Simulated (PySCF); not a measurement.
PySCF input:

```python
from pyscf import gto, scf, dft

mol = gto.M(
    atom='''
    B     0.14352207    0.35294495   -0.14569784
    O     1.15747275    0.08605064    0.58470515
    O    -1.04401671   -0.47507515   -0.27401336
    H     0.01048392    1.37478254   -0.87062558
    H    -1.63574263   -0.02731119   -0.88641955
    ''',
    basis='def2-tzvpd',
    charge=-1,
    spin=0,
    verbose=4,
)

mf = dft.RKS(mol, xc='m062x').density_fit(auxbasis='def2-universal-jkfit')
mf.grids.level = 4
mf.conv_tol = 1e-9
mf.max_cycle = 100
mf.max_memory = 1500
mf.kernel()
if not mf.converged:
    mf = mf.newton()
    mf.kernel(mf.make_rdm1())
mf.analyze()
```

Question: What final total energy does it print?

Answer: -176.62771 Eh (M06-2X/def2-TZVPD).

It need not be the lowest isomer of its formula. Whether it binds its extra electron was not tested at this geometry.
